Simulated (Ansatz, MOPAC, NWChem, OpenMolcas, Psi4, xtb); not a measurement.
**BCNF2 (SMILES N#CB(F)F): the zero-point energy at each level's own minimum, rung by rung**

BCNF2, singlet, SMILES `N#CB(F)F`. Each level relaxes the structure for itself.

Each level gives the zero-point energy at each level's own minimum (kJ/mol). The values are calculated.

```tsv
level	kind	program	value (kJ/mol)
GFN1-xTB	semi-empirical	xtb	44.9
GFN2-xTB	semi-empirical	xtb	45.0
PM6-D3H4	semi-empirical	MOPAC	46.7
PM6-DH+	semi-empirical	MOPAC	46.7
HF/3-21G	Hartree–Fock	NWChem	52.3
HF/6-31G* (Cartesian functions)	Hartree–Fock	OpenMolcas	51.1
B3LYP/6-31G* (spherical functions)	global hybrid	NWChem	47.4
PBE0-D4/def2-TZVP	global hybrid	Ansatz	47.6
PBE0-D4/def2-SVP (density fitting)	global hybrid	Psi4	48.0
```

Harmonic and unscaled. The values span 44.9 to 52.3 kJ/mol.
